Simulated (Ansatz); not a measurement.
Geometry optimisation, Ansatz, RKS PBE0-D4/STO-3G.

The input (input.yaml):

```yaml
crystal:
  periodic: [false, false, false]
  atoms:
    - { symbol: C, position_ang: [-1.2951, -0.9115, 0.7372] }
    - { symbol: Si, position_ang: [0.3598, -0.1173, 0.7841] }
    - { symbol: C, position_ang: [1.5963, -1.3987, 0.2934] }
    - { symbol: Al, position_ang: [0.5367, 1.6959, -0.7375] }
    - { symbol: "N", position_ang: [-1.0772, 2.124, -1.7868] }
    - { symbol: H, position_ang: [-2.0947, -0.084, 1.0047] }
    - { symbol: H, position_ang: [-1.525, -1.2268, -0.2983] }
    - { symbol: H, position_ang: [-1.3594, -1.6992, 1.4296] }
    - { symbol: H, position_ang: [0.6455, 0.3858, 2.1874] }
    - { symbol: H, position_ang: [2.6448, -0.949, 0.3617] }
    - { symbol: H, position_ang: [1.4067, -1.7641, -0.6978] }
    - { symbol: H, position_ang: [1.5984, -2.2415, 1.0359] }
    - { symbol: H, position_ang: [1.7632, 2.5484, -0.9174] }
    - { symbol: H, position_ang: [-1.3699, 1.2818, -2.2799] }
    - { symbol: H, position_ang: [-1.8518, 2.3057, -1.087] }
basis:
  gaussian: { orbitals: STO-3G }
hamiltonian:
  xc: pbe0
  dispersion: d4
relax:
  f_tol: 0.02
  max_steps: 40
scf:
  lower_state_search: "off"
```

Run as:

```bash
$ ansatz run input.yaml --threads 1 --pin off --max-ram 2048MiB --backend cpu --events-out ev --progress --plain --runs-dir out
```

Question: Where does it end, and by what steps?

Answer: The run converged. Limits of this set-up: minimal basis. After 17 steps the energy has fallen by 1.491 eV; H15 moved furthest, 1.46 Å.

| step | energy less start (eV) | largest force component (eV/Å) | accepted |
| --- | --- | --- | --- |
| 0 | 0.0000 | 3.793 | yes |
| 1 | -0.7273 | 0.767 | yes |
| 2 | -0.7955 | 0.248 | yes |
| 3 | -0.8158 | 0.797 | yes |
| 4 | -0.8479 | 1.355 | yes |
| 5 | -0.9583 | 0.949 | yes |
| 6 | -1.0873 | 0.894 | yes |
| 7 | -1.1806 | 1.604 | yes |
| 8 | -1.2561 | 0.944 | yes |
| 9 | -1.3580 | 1.747 | yes |
| 10 | -1.3807 | 1.153 | yes |
| 11 | -1.4186 | 1.696 | yes |
| 12 | -1.4171 | 1.426 | no |
| 13 | -1.4816 | 0.296 | yes |
| 14 | -1.4888 | 0.112 | yes |
| 15 | -1.4864 | 0.220 | no |
| 16 | -1.4899 | 0.075 | yes |
| 17 | -1.4909 | 0.020 | yes |

```xyz
15
Properties=species:S:1:pos:R:3
C -1.308 -0.979 0.791
Si 0.358 -0.105 0.758
C 1.647 -1.389 0.276
Al 0.374 1.736 -0.606
N -1.006 1.997 -1.609
H -2.105 -0.313 1.136
H -1.593 -1.342 -0.201
H -1.292 -1.845 1.461
H 0.649 0.244 2.135
H 2.659 -0.972 0.306
H 1.480 -1.771 -0.736
H 1.626 -2.246 0.956
H 1.468 2.753 -0.720
H -1.846 1.396 -1.654
H -1.132 2.786 -2.265
```

Whether the end is a true minimum wasn't checked by a vibrational analysis.

Time of the run: 86 s on 1 thread of Arm Neoverse N1, on a shared host, peak memory 0.14 GiB.
